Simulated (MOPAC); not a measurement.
MOPAC input (AM1):

```
AM1 FORCE THERMO(298,298) PRECISE LET UHF MS=0.5 GEO-OK AUX(PRECISION=9) THREADS=1
H6N3Si

N     0.38369533 1    1.37997865 1   -0.79906566 1
Si   -0.05442594 1    0.14446082 1    0.27615963 1
N     1.20168392 1   -0.95235415 1    0.58246398 1
N    -1.51674835 1   -0.61015423 1   -0.13220770 1
H     1.07622447 1    2.05026160 1   -0.60283808 1
H    -0.01436229 1    1.51534870 1   -1.68881051 1
H     1.19257725 1   -1.59370506 1    1.32810333 1
H     2.02136979 1   -1.03008855 1    0.04346702 1
H    -2.38450122 1   -0.14713870 1   -0.13443910 1
H    -1.60534931 1   -1.55396019 1   -0.39639306 1
```

Output:

```
 *******************************************************************************
 **                                                                           **
 **                              MOPAC v23.2.5                                **
 **                                                                           **
 *******************************************************************************
 ** MOPAC's Digital Object Identifier: https://doi.org/10.5281/zenodo.6511958 **
 **                                                                           **
 ** Please cite the open-source release paper for use of this MOPAC version:  **
 ** J. E. Moussa and J. J. P. Stewart (2026)                                  **
 ** MOPAC: An open-source semiempirical molecular orbital program             **
 ** J. Open Source Softw., 11(119), 8025, https://doi.org/10.21105/joss.08025 **
 *******************************************************************************

                              AM1 CALCULATION RESULTS

 *******************************************************************************
 *  AM1        - The AM1 Hamiltonian to be used
 *  GEO-OK     - OVERRIDE INTERATOMIC DISTANCE AND OTHER SAFETY CHECKS
 *  UHF        - UNRESTRICTED HARTREE-FOCK CALCULATION
 *  MS=        - IN MECI, MAGNETIC COMPONENT OF SPIN =  0.5
 *  LET        - OVERRIDE SOME SAFETY CHECKS
 *  PRECISE    - TIGHTER CRITERIA TO BE USED
 *  FORCE      - FORCE CALCULATION SPECIFIED
 *  AUX        - OUTPUT AUXILIARY INFORMATION
 *  THERMO     - THERMODYNAMIC QUANTITIES TO BE CALCULATED
 *******************************************************************************
AM1 FORCE THERMO(298,298) PRECISE LET UHF MS=0.5 GEO-OK AUX(PRECISION=9) THREADS=1
 H6N3Si

   ATOM   CHEMICAL          X               Y               Z
  NUMBER   SYMBOL      (ANGSTROMS)     (ANGSTROMS)     (ANGSTROMS)

     1       N          0.38369533  *   1.37997865  *  -0.79906566  *
     2      Si         -0.05442594  *   0.14446082  *   0.27615963  *
     3       N          1.20168392  *  -0.95235415  *   0.58246398  *
     4       N         -1.51674835  *  -0.61015423  *  -0.13220770  *
     5       H          1.07622447  *   2.05026160  *  -0.60283808  *
     6       H         -0.01436229  *   1.51534870  *  -1.68881051  *
     7       H          1.19257725  *  -1.59370506  *   1.32810333  *
     8       H          2.02136979  *  -1.03008855  *   0.04346702  *
     9       H         -2.38450122  *  -0.14713870  *  -0.13443910  *
    10       H         -1.60534931  *  -1.55396019  *  -0.39639306  *

          CARTESIAN COORDINATES

    NO.       ATOM           X           Y           Z

     1         N          0.3837      1.3800     -0.7991
     2        Si         -0.0544      0.1445      0.2762
     3         N          1.2017     -0.9524      0.5825
     4         N         -1.5167     -0.6102     -0.1322
     5         H          1.0762      2.0503     -0.6028
     6         H         -0.0144      1.5153     -1.6888
     7         H          1.1926     -1.5937      1.3281
     8         H          2.0214     -1.0301      0.0435
     9         H         -2.3845     -0.1471     -0.1344
    10         H         -1.6053     -1.5540     -0.3964

  H: (AM1): M.J.S. DEWAR ET AL, J. AM. CHEM. SOC. 107 3902-3909 (1985)
  N: (AM1): M.J.S. DEWAR ET AL, J. AM. CHEM. SOC. 107 3902-3909 (1985)
[...]

 VIBRATION         18    6E           ATOM PAIR      ENERGY CONTRIBUTION    RADIAL
 FREQUENCY          1729.66         N  1 -- H  6         +26.3% ( 44.2%)      3.0%
 TRANSITION DIPOLE   0.3122         N  1 -- H  5         +26.3% ( 44.2%)      2.8%
 TRAVEL (Ang.)       0.3802         N  4 -- H 10         +20.6% ( 39.1%)      2.9%
 REDUCED MASS        0.2697         N  4 -- H  9         +20.5% ( 39.1%)      2.9%
 EFFECTIVE MASS      1.8371
 FORCE CONSTANT      0.4754

 VIBRATION         19    7A           ATOM PAIR      ENERGY CONTRIBUTION    RADIAL
 FREQUENCY          3551.55         N  3 -- H  8         +19.3% ( 45.0%)     98.2%
 TRANSITION DIPOLE   0.6063         N  4 -- H 10         +19.3% ( 45.0%)     98.2%
 TRAVEL (Ang.)       0.3267         N  1 -- H  6         +19.3% ( 45.0%)     98.2%
 REDUCED MASS        0.1779         N  3 -- H  7         +13.8% ( 38.1%)     96.9%
 EFFECTIVE MASS      1.5225         N  4 -- H  9         +13.8% ( 38.1%)     96.9%
 FORCE CONSTANT      1.3222         N  1 -- H  5         +13.8% ( 38.1%)     96.9%

 VIBRATION         21    7E           ATOM PAIR      ENERGY CONTRIBUTION    RADIAL
 FREQUENCY          3551.66         N  1 -- H  6         +32.0% ( 58.0%)     98.2%
 TRANSITION DIPOLE   0.5452         N  4 -- H 10         +25.4% ( 51.7%)     98.2%
 TRAVEL (Ang.)       0.2666         N  1 -- H  5         +23.0% ( 49.2%)     96.9%
 REDUCED MASS        0.2671         N  4 -- H  9         +18.1% ( 43.6%)     96.8%
 EFFECTIVE MASS      1.5270
 FORCE CONSTANT      1.9851

 VIBRATION         23    8E           ATOM PAIR      ENERGY CONTRIBUTION    RADIAL
 FREQUENCY          3610.94         N  4 -- H  9         +30.9% ( 54.7%)     98.3%
 TRANSITION DIPOLE   0.6174         N  1 -- H  5         +27.7% ( 51.8%)     98.3%
 TRAVEL (Ang.)       0.2734         N  4 -- H 10         +21.7% ( 45.8%)     96.4%
 REDUCED MASS        0.2499         N  1 -- H  6         +19.2% ( 43.1%)     96.4%
 EFFECTIVE MASS      1.2323
 FORCE CONSTANT      1.9197

 VIBRATION         24    8A           ATOM PAIR      ENERGY CONTRIBUTION    RADIAL
 FREQUENCY          3612.04         N  1 -- H  5         +19.6% ( 43.5%)     98.3%
 TRANSITION DIPOLE   0.1032         N  4 -- H  9         +19.6% ( 43.5%)     98.3%
 TRAVEL (Ang.)       0.3347         N  3 -- H  7         +19.6% ( 43.5%)     98.3%
 REDUCED MASS        0.1666         N  1 -- H  6         +13.6% ( 36.3%)     96.4%
 EFFECTIVE MASS      1.2430         N  4 -- H 10         +13.6% ( 36.3%)     96.4%
 FORCE CONSTANT      1.2809         N  3 -- H  8         +13.6% ( 36.3%)     96.4%

      SYMMETRY NUMBER FOR POINT-GROUP C3  =  3

          SYSTEM IS A GROUND STATE

 H6N3Si

          MOLECULE IS NOT LINEAR

          THERE ARE 24 GENUINE VIBRATIONS IN THIS SYSTEM
          THIS THERMODYNAMICS CALCULATION IS LIMITED TO
          MOLECULES WHICH HAVE NO INTERNAL ROTATIONS

                    CALCULATED THERMODYNAMIC PROPERTIES
                                          *
   TEMP. (K)   PARTITION FUNCTION   H.O.F.    ENTHALPY  HEAT CAPACITY ENTROPY
                                   KCAL/MOL   CAL/MOLE    CAL/K/MOL  CAL/K/MOL

 298.00  VIB.     0.5124D+02                  2668.1130    17.1056    16.7762
         ROT.     0.2348D+05                   888.2803     2.9808    22.9796
         INT.     0.1203D+07                  3556.3933    20.0864    39.7558
         TRA.     0.6425D+27                  1480.4672     4.9680    38.9037
         TOT.                      -62.606    5036.8604    25.0544    78.6595

   *: NOTE: HEATS OF FORMATION ARE RELATIVE TO THE
            ELEMENTS IN THEIR STANDARD STATE AT 298K
              (=  Standard Enthalpy of Formation).

            Hvib:  Zero-point energy is not included.
                   frequencies of less than zero cm-1 are not included.
            Hrot = (3/2)RT
            Htra = (3/2)RT + pV = (5/2)RT

            Heat capacity is Cp, not Cv

          For more information, see: HTTP://OpenMOPAC.net/Manual/thermochemistry.html

           FORCE CONSTANT IN CARTESIAN COORDINATES (Millidynes/A)

    ATOM   CHEMICAL       X               Y               Z
   NUMBER   SYMBOL  FORCE CONSTANT  FORCE CONSTANT  FORCE CONSTANT

      1       N       10.627461        2.628446        8.065755
      2      Si        7.191425        6.705232        3.492112
      3       N        9.590250       10.402060        1.329352
      4       N        3.969640       10.158200        7.193823
      5       H        2.837500        1.086378        4.346120
      6       H        2.935191        1.061034        4.242773
      7       H        6.646506        1.193106        0.430387
      8       H        2.567193        5.236716        0.435090
      9       H        0.464957        7.084388        0.720654
     10       H        2.254016        1.626828        4.358155

 **********************
 *                    *
 * JOB ENDED NORMALLY *
 *                    *
 **********************

 == MOPAC DONE ==
```
